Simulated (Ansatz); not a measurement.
Ansatz (an electronic-structure program) input (HF/cc-pVQZ):

Ansatz 0.2 input:
```yaml
crystal:
  periodic: [false, false, false]
  atoms:
    - {symbol: C, position_ang: [3.31419401, 0.23946085, -0.63514312]}
    - {symbol: C, position_ang: [2.22396434, -0.23062478, 0.32333698]}
    - {symbol: C, position_ang: [0.81376097, 0.07675443, -0.17785120]}
    - {symbol: C, position_ang: [-0.29666108, -0.39828503, 0.78479437]}
    - {symbol: B, position_ang: [-1.70666617, -0.04122389, 0.18312406]}
    - {symbol: C, position_ang: [-2.21611016, 1.44480705, 0.18437537]}
    - {symbol: C, position_ang: [-2.58570031, -1.16835130, -0.46637888]}
    - {symbol: H, position_ang: [3.21327658, -0.24086546, -1.61154986]}
    - {symbol: H, position_ang: [4.31014032, 0.00818791, -0.25258615]}
    - {symbol: H, position_ang: [3.26074941, 1.31957540, -0.79234052]}
    - {symbol: H, position_ang: [2.36314989, 0.24037376, 1.30162132]}
    - {symbol: H, position_ang: [2.31680322, -1.30863033, 0.48833417]}
    - {symbol: H, position_ang: [0.72087536, 1.15518753, -0.34308178]}
    - {symbol: H, position_ang: [0.67746684, -0.39251850, -1.15903345]}
    - {symbol: H, position_ang: [-0.17385365, -1.47257063, 0.95662434]}
    - {symbol: H, position_ang: [-0.14620154, 0.10439693, 1.74751526]}
    - {symbol: H, position_ang: [-1.63051756, 2.13701918, 0.79202428]}
    - {symbol: H, position_ang: [-3.26534728, 1.50750225, 0.49131009]}
    - {symbol: H, position_ang: [-2.20202852, 1.81577920, -0.84910790]}
    - {symbol: H, position_ang: [-3.40029857, -0.81552249, -1.10179811]}
    - {symbol: H, position_ang: [-3.04259220, -1.73504039, 0.35772337]}
    - {symbol: H, position_ang: [-1.98897832, -1.89932224, -1.02007673]}
basis:
  gaussian:
    orbitals: cc-pVQZ
hamiltonian:
  xc: hf
```

End of the output:

```
integrals: 2.24 GiB planned
2566 factors; their error is unknown
9.41 GiB of device memory are held for the factors and their scratch space
mean field: 11.57 GiB planned
mean field evaluation 1: about -7088.4687 eV, gradient 5.0e1 eV
mean field evaluation 2: about -7094.3691 eV, gradient 1.9e1 eV
mean field evaluation 4: about -7095.4053 eV, gradient 8.4e-1 eV
mean field evaluation 8: about -7095.3975 eV, gradient 6.0e-1 eV
mean field -7095.39791651 eV, -260.7510639982 hartree, gradient 2.8e-5 eV, S^2 0.000000; 0 other end points of the search recorded, 0 dependent functions left out
reference -7095.39791651 eV, -260.7510639982 hartree; 28, 28 occupied and 807, 807 virtual orbitals, 2566 factors
Total energy: -7095.39791651 eV, -260.7510639982 hartree
```
